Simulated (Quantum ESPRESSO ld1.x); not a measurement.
Values are calculated unless marked as measured or tabulated.
How relativity changes the ionisation of the rhodium ion Rh33+ ([Ne] 3s2) to Rh34+ ([Ne] 3s1). Spin-unpolarised spherical Kohn-Sham, LDA (Slater exchange, VWN5 correlation), point nucleus, ld1.x of Quantum ESPRESSO 7.5. A level marked "c x" has the speed of light scaled by that factor.

level           E(Rh33+) (hartree)  E(Rh34+) (hartree)  IE (eV)   HOMO  <r> HOMO (bohr)
non-rel.                -3816.4604          -3742.4637   2013.6     3s           0.3477
scalar-rel.             -3908.5856          -3832.6621   2066.0     3s           0.3385
Dirac                     -3909.35            -3833.43   2065.9  3s1/2           0.3381
Dirac, c x 1.5            -3856.50            -3781.67   2036.1  3s1/2           0.3435
Dirac, c x 10             -3817.34            -3743.33   2014.0  3s1/2           0.3476
Dirac, c x 100            -3816.47            -3742.47   2013.6  3s1/2           0.3477

NIST Atomic Spectra Database: 2063 eV (semi-empirical). The relativistic part of the total energy of Rh33+ is -92.89 hartree (Dirac), 2.4 % of the non-relativistic value. Spin polarisation and multiplet splitting of open shells are left out at every level.

Beside tabulated values, note that relativity, absent from the non-relativistic runs, is large for the heavy elements, and spin-unpolarised runs miss the spin-polarisation part of the exchange energy of open shells.
